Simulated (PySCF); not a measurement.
C3H7ClSi, SMILES `C/C([SiH3])=C\Cl`, neutral singlet in the gas phase. 

Cartesian coordinates (Å):
SMILES: C/C([SiH3])=C\Cl
```xyz
12

C      0.8824    -1.1946    -0.2295
C      0.2208     0.1263     0.0266
Si    -1.6436     0.1997     0.0274
C      0.8710     1.2570     0.2548
Cl     2.6003     1.4180     0.2993
H      0.5848    -1.5893    -1.2034
H      0.5722    -1.9292     0.5167
H      1.9672    -1.1205    -0.2069
H     -2.1841    -0.7087     1.0637
H     -2.0861     1.5838     0.2976
H     -2.1668    -0.2449    -1.2841
H      0.3818     2.2022     0.4379
```
Charge 0, multiplicity 1.

All levels are single points at this geometry (CAM-B3LYP-D3(BJ)/def2-TZVP); Pople sets use spherical d functions. Orbital energies aren't observables, and empty levels follow the basis.

CAM-B3LYP-D3(BJ)/def2-TZVP in PySCF gives dipole (D) = 1.04.

Task: Estimate the dipole (D) from each of these levels: PBE-D3(BJ)/def2-TZVP in PySCF; B3LYP/3-21G in PySCF; B3LYP/6-31G* in PySCF; B3LYP/LANL2DZ in PySCF; M06-2X/6-31G* in PySCF; SVWN5/6-31G* in PySCF; HF/6-31G* in PySCF; HF/STO-3G in PySCF.

Result: 
```tsv
level	dipole (D)
PBE-D3(BJ)/def2-TZVP in PySCF	0.89
B3LYP/3-21G in PySCF	1.40
B3LYP/6-31G* in PySCF	1.12
B3LYP/LANL2DZ in PySCF	1.58
M06-2X/6-31G* in PySCF	1.25
SVWN5/6-31G* in PySCF	1.10
HF/6-31G* in PySCF	1.33
HF/STO-3G in PySCF	2.61
```
